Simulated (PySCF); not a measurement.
## Two-component Hartree-Fock for Au⁷¹⁺ (gold, charge +71)

Start: [He] 2s2 2p4; 2p1/2 filled at m_j = -1/2, +1/2; 2p3/2 filled at m_j = +1/2, +3/2. Calculated with PySCF 2.14 in an even-tempered Gaussian basis (16 s from 59 bohr⁻², ratio 2.4; 13 p from 76 bohr⁻², ratio 2.4; 5 d from 260 bohr⁻², ratio 2.6; 4 f from 390 bohr⁻², ratio 2.6): generalised Hartree-Fock with the X2C-1e Hamiltonian and a Gaussian nucleus; one run each with spin-orbit coupling (SO) switched off, then screened by Boettger's factors.

| spinor shell | electrons | ε, spin-free (eV) | ε, screened SO (eV) | weight of nominal j (screened SO) | rms radius, screened SO (bohr) |
| --- | --- | --- | --- | --- | --- |
| 1s1/2 | 2 | -88648.7 | -88590.3 | 1.000 | 0.0190 |
| 2s1/2 | 2 | -21169.1 | -21151.8 | 1.000 | 0.0749 |
| 2p1/2 | 2 | -19366.0 | -20733.7 | 1.000 | 0.0631 |
| 2p3/2 | 2 | -19366.0 | -18811.0 | 1.000 | 0.0704 |

```json
{"quantity": "E (hartree)", "spin-free": "-11405.20180", "screened SO": "-11467.53739"}
{"quantity": "M_J", "spin-free": "2", "screened SO": "2"}
{"quantity": "⟨J²⟩", "spin-free": "6.000", "screened SO": "6.000"}
{"quantity": "⟨L²⟩", "spin-free": "2.000", "screened SO": "3.315"}
{"quantity": "⟨S²⟩", "spin-free": "2.000", "screened SO": "1.376"}
```

Each row is a mean over spinors that exchange with the open shell spreads, by up to 95.511 eV (2s1/2).

Breit and QED terms are absent; they matter most for the inner s and p1/2 levels.

Densities and radii are taken from the X2C orbitals without a picture-change correction, which distorts them close to the nucleus.

Without spin-orbit coupling the j labels of p, d and f shells carry no meaning; the spin-free column gives the mean over the occupied spinors of each nl shell.
